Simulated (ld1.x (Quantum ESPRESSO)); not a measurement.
# Reading a pseudo-wave (As (Z = 33))

Columns: radius, all-electron u(r) and pseudo u(r) of the 3d shell (level -40.73 eV) of arsenic in the configuration [Ar] 3d10 4s2 4p3; PW91, scalar-relativistic, ultrasoft scheme, ld1.x (Quantum ESPRESSO) 7.5.

| r (bohr) | all-electron | pseudo |
| --- | --- | --- |
| 0.090 | 0.1525 | 0.0161 |
| 0.180 | 0.5491 | 0.1165 |
| 0.270 | 0.9066 | 0.3316 |
| 0.360 | 1.1201 | 0.6184 |
| 0.450 | 1.1995 | 0.8864 |
| 0.540 | 1.1857 | 1.0524 |
| 0.630 | 1.1177 | 1.0869 |
| 0.720 | 1.0232 | 1.0223 |
| 0.810 | 0.9191 | 0.9192 |
| 0.900 | 0.8151 | 0.8151 |
| 0.990 | 0.7164 | 0.7164 |
| 1.080 | 0.6256 | 0.6256 |
| 1.170 | 0.5438 | 0.5438 |
| 1.260 | 0.4711 | 0.4711 |
| 1.350 | 0.4071 | 0.4071 |
| 1.440 | 0.3511 | 0.3511 |
| 1.530 | 0.3024 | 0.3024 |
| 1.620 | 0.2602 | 0.2602 |
| 1.710 | 0.2236 | 0.2236 |
| 1.800 | 0.1920 | 0.1920 |
| 1.890 | 0.1648 | 0.1648 |
| 1.980 | 0.1413 | 0.1413 |
| 2.070 | 0.1211 | 0.1211 |
| 2.160 | 0.1038 | 0.1038 |
| 2.250 | 0.0889 | 0.0889 |
| 2.340 | 0.0761 | 0.0761 |

(1) How many radial nodes do the two functions have?

(2) At about which radius was the pseudo-wave matched?

(3) Where does each function peak?

(4) Is the pseudo-wave norm-conserving?

Results:

(1) The all-electron 3d function has n − l − 1 = 0; the pseudo-wave has 0.

(2) 0.85 bohr, where the columns begin to agree (steps of 0.09 bohr).

(3) Outermost all-electron maximum near 0.45 bohr, pseudo maximum near 0.63 bohr (to the table’s step).

(4) No, it belongs to an ultrasoft set: the norm inside the radius is not constrained, and the difference is carried by the augmentation charge.
